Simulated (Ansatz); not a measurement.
All values below come from frozen-core CCSD(T)/def2-SVP // B3LYP-D3(BJ)/def2-SVP in Ansatz (a quantum-chemistry and plane-wave program).

Ansatz 0.2 input:
```yaml
crystal:
  periodic: [false, false, false]
  atoms:
    - { symbol: N, position_ang: [-3.083922, -0.828743, -0.007343] }
    - { symbol: Al, position_ang: [-3.181117, 0.964664, -0.019348] }
    - { symbol: N, position_ang: [-1.582122, 1.776312, -0.01641] }
    - { symbol: Al, position_ang: [-0.001287, 0.922162, -0.001451] }
    - { symbol: N, position_ang: [1.577111, 1.780819, 0.010991] }
    - { symbol: Al, position_ang: [3.17839, 0.973698, 0.015875] }
    - { symbol: N, position_ang: [3.086269, -0.819982, 0.009704] }
    - { symbol: Al, position_ang: [1.56855, -1.783345, 0.004454] }
    - { symbol: N, position_ang: [0.001263, -0.890151, 0.0013] }
    - { symbol: Al, position_ang: [-1.563493, -1.78775, 0.0017] }
    - { symbol: H, position_ang: [-3.955578, -1.358013, -0.006604] }
    - { symbol: H, position_ang: [-4.547942, 1.759515, -0.026156] }
    - { symbol: H, position_ang: [-1.568078, 2.795325, -0.024311] }
    - { symbol: H, position_ang: [1.560191, 2.799799, 0.015877] }
    - { symbol: H, position_ang: [4.542908, 1.77243, 0.020379] }
    - { symbol: H, position_ang: [3.959421, -1.346785, 0.010628] }
    - { symbol: H, position_ang: [1.628923, -3.362588, 0.007281] }
    - { symbol: H, position_ang: [-1.619367, -3.367209, 0.00328] }
basis:
  gaussian: { orbitals: def2-SVP }
correlation:
  method: ccsd_t
```

Output:

```
Functional definition: HF
1918 factors; integrals over basis functions are off by at most 1.1e-3 eV
mean field evaluation 1: about -40432.0585 eV, gradient 7.7e1 eV
mean field evaluation 2: about -40432.0823 eV, gradient 7.7e1 eV
mean field evaluation 4: about -40445.2065 eV, gradient 5.0e0 eV
mean field evaluation 8: about -40445.3186 eV, gradient 1.2e-1 eV
mean field evaluation 16: about -40445.2763 eV, gradient 1.5e0 eV
mean field -40445.31871437 eV, -1486.3380479316 hartree, gradient 1.6e-6 eV, S^2 0.000000; 0 other end points of the search recorded, 0 dependent functions left out
30 core orbitals not correlated
reference -40445.31871437 eV, -1486.3380479316 hartree; 24, 24 occupied and 146, 146 virtual orbitals, 1918 factors
second order -30.56424605 eV of doubles, -0.00000000 eV of singles
cycle   1  -31.17113194 eV  change   -6.1e-1 eV  update   1.5e-1
cycle   2  -32.04916295 eV  change   -8.8e-1 eV  update   4.5e-2
cycle   3  -32.29178404 eV  change   -2.4e-1 eV  update   2.5e-2
cycle   4  -32.27403029 eV  change    1.8e-2 eV  update   5.8e-3
cycle   5  -32.27214949 eV  change    1.9e-3 eV  update   2.4e-3
cycle   6  -32.27232979 eV  change   -1.8e-4 eV  update   7.1e-4
cycle   7  -32.27194155 eV  change    3.9e-4 eV  update   2.9e-4
cycle   8  -32.27189522 eV  change    4.6e-5 eV  update   8.5e-5
cycle   9  -32.27190746 eV  change   -1.2e-5 eV  update   3.1e-5
perturbative correction -1.03322107 eV, -0.0379701742 hartree
Total energy: -40478.62384291 eV, -1487.5619888301 hartree
```

Cost: about 9 core-minutes (a rough figure).
